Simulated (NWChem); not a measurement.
All runs are NWChem calculations. System: CH$_{4}$N, charge 0, spin multiplicity 2, at a geometry optimised with UB3LYP/def2-SVP. The structure started from a generated list of species. Its SCF solution wasn't tested for a lower state. Level: UB2PLYP/def2-SVP, 2 core orbitals frozen.

The NWChem input:

```
start mol
memory heap 200 mb stack 900 mb global 1100 mb
geometry units angstroms nocenter noautoz
  C      0.595274    -0.182255     0.000000
  N     -0.729224     0.369201     0.000000
  H      0.775562    -0.833645     0.882748
  H      1.359578     0.611799     0.000000
  H      0.775562    -0.833645    -0.882748
  H     -1.377780    -0.435383     0.000000
  symmetry group Cs
end
basis spherical
  * library def2-svp
end
dft
  xc hfexch 0.53 becke88 0.47 lyp 0.73 mp2 0.27
  dftmp2
  odft
  mult 2
  semidirect memsize 60000000 filesize 0
  iterations 100
end
mp2
  freeze core 2
end
task dft energy
```

Part of the output:

```
             Northwest Computational Chemistry Package (NWChem) 7.3.0
             --------------------------------------------------------

                                NWChem Input Module
                                -------------------

 Scaling coordinates for geometry "geometry" by  1.889725989
 (inverse scale =  0.529177249)

 Turning off AUTOSYM since
 SYMMETRY directive was detected!

                             Geometry "geometry" -> ""
                             -------------------------

 Output coordinates in angstroms (scale by  1.889725989 to convert to a.u.)

  No.       Tag          Charge          X              Y              Z
 ---- ---------------- ---------- -------------- -------------- --------------
    1 C                    6.0000     0.59527400    -0.18225500     0.00000000
    2 N                    7.0000    -0.72922400     0.36920100     0.00000000
    3 H                    1.0000     0.77556200    -0.83364500     0.88274800
    4 H                    1.0000     1.35957800     0.61179900     0.00000000
    5 H                    1.0000     0.77556200    -0.83364500    -0.88274800
    6 H                    1.0000    -1.37778000    -0.43538300     0.00000000

 Effective nuclear repulsion energy (a.u.)      36.0412125911

            Nuclear Dipole moment (a.u.)
            ----------------------------
        X                 Y               Z
 ---------------- ---------------- ----------------
    -0.0000037795     0.0000056692     0.0000000000

      Symmetry information
      --------------------

 Group name             Cs
 Group number              2
 Group order               2
 No. of unique centers     5

      Symmetry unique atoms

     1    2    3    4    6


 Summary of "ao basis" -> "" (spherical)
 ------------------------------------------------------------------------------
       Tag                 Description            Shells   Functions and Types
 ---------------- ------------------------------  ------  ---------------------
 *                          def2-svp                  on all atoms

  dft_input: which_mp2 not specified, using semidirect MP2 by default.
[...]
     2   0 2 0    -10.741024    -11.470355    -10.366863     11.096194
     2   0 1 1     -0.000000     -0.000000     -0.000000      0.000000
     2   0 0 2     -9.862744     -8.572099     -6.856106      5.565461

                   NWChem MP2 Semi-direct Energy/Gradient Module
                   ---------------------------------------------

  Basis functions       =     48
  Molecular orbitals    =     48
  Frozen core           =      2
  Frozen virtuals       =      0
  Active alpha occupied =      7
  Active beta occupied  =      6
  Active alpha virtual  =     39
  Active beta virtual   =     40
  Use MO symmetry       = T
  Use skeleton AO sym   = T

  AO/Fock/Back tols     =   1.0D-09  1.0D-09  1.0D-09

 GA uses MA = F    GA memory limited = T

 Available:
  local mem=  4.43D+07
 global mem=  1.44D+08
 local disk=  0.00D+00
  mp2_memr nvloc                    39
  nvloc new                    39
   1 passes of   7:        3145728                      11661                   1095568.
   1 passes of   7: M     44324458           G      144174592           F      41178730.

 Semi-direct pass number   1 of   1  for UHF alpha       at        0.7s
  vrange nnbf                  1176
  mp2_eaftype                    10  avail_ma_in_mb                   386
 EAF : mp2_eaftype filesize          10     547784.
  mp2_eaf for mointskh                     10
Node 0 wrote      2.6 Mb in      0.0 s     Agg I/O rate:  2621.8 Mb/s
 Done moints_semi at        0.9s
  mp2_eaftype                    10  avail_ma_in_mb                   386
 EAF : mp2_eaftype filesize          10     547784.
  mp2_eaf for kh                    10
 Done maket at        0.9s
 Done multipass loop at        0.9s

 GA uses MA = F    GA memory limited = T

 Available:
  local mem=  4.43D+07
 global mem=  1.44D+08
 local disk=  0.00D+00
  mp2_memr nvloc                    40
  nvloc new                    40
   1 passes of   6:        3145728                      10820                    963621.
   1 passes of   6: M     44324458           G      144174592           F      41178730.

 Semi-direct pass number   1 of   1  for UHF beta        at        0.9s
  vrange nnbf                  1176
  mp2_eaftype                    10  avail_ma_in_mb                   386
 EAF : mp2_eaftype filesize          10     481811.
  mp2_eaf for mointskh                     10
Node 0 wrote      2.3 Mb in      0.0 s     Agg I/O rate:  3482.8 Mb/s
 Done moints_semi at        1.0s
  mp2_eaftype                    10  avail_ma_in_mb                   386
 EAF : mp2_eaftype filesize          10     481811.
  mp2_eaf for kh                    10
 Done maket at        1.0s
 Done multipass loop at        1.0s

          -------------------------------------------
          DFT energy                     -94.914064190289
          Unscaled MP2 energy             -0.345397315892
          Total DFT+MP2 energy           -95.007321465580
          -------------------------------------------

 -----------------------
 Performance information
 -----------------------

 Timer overhead =  9.59D-08 seconds/call

               Nr. of calls         CPU time (s)                 Wall time (s)                GFlops
             ---------------    -------------------     ------------------------------   -------------------
Name         Min   Avg   Max    Min     Avg     Max     Min     Avg     Max   Mx/calls   Min     Max     Sum
mp2: moin     2     2     2   0.25    0.25    0.25     0.25    0.25    0.25    0.12      0.0     0.0     0.0
mp2: make     2     2     2   2.52E-2 2.52E-2 2.52E-2  2.52E-2 2.52E-2 2.52E-2 1.26E-2   0.0     0.0     0.0
mp2: tota     1     1     1   0.29    0.29    0.29     0.29    0.29    0.29    0.29      0.0     0.0     0.0

 The average no. of pstat calls per process was 5.00D+00
 with a timing overhead of 4.79D-07s

 Task  times  cpu:        1.0s     wall:        1.0s

 Total times  cpu:        1.0s     wall:        1.0s
```
